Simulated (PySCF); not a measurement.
Gas-phase reaction: GaH2Cl = GaCl + 2 H

Energies from PySCF, thermal terms from the rigid-rotor harmonic-oscillator model, ideal gas at 1 bar. † marks an energy on the PBE0/def2-TZVP geometry and frequencies; other levels use their own. CCSD(T) freezes the core. 6-31G* has spherical d functions here. Open shells (unrestricted): H (multiplicity 2); the rest are closed-shell singlets. B3LYP is the form with VWN-RPA correlation. Ga: all electrons, no relativistic terms. GaH2Cl: computed as isolated molecules; such fragments, hydroxides, amides, oligomers or adducts are transient or little studied in the gas. CCSD(T) isn't extrapolated to the basis-set limit.

B3LYP/6-31G* gives ΔH°(298 K) = 409 kJ.

Problem. What do PBE0/def2-SVP†, PBE/def2-TZVP†, CCSD(T)/def2-TZVPP† give?

Solution. PBE0/def2-SVP†: 422 kJ; PBE/def2-TZVP†: 407 kJ; CCSD(T)/def2-TZVPP†: 444 kJ. For scale, ΔH°(298 K) is 409 kJ at this level, 431 kJ at ωB97M-V/def2-TZVP†, and runs from 331 to 480 kJ over the 20 levels computed († marks an energy on the PBE0/def2-TZVP geometry).
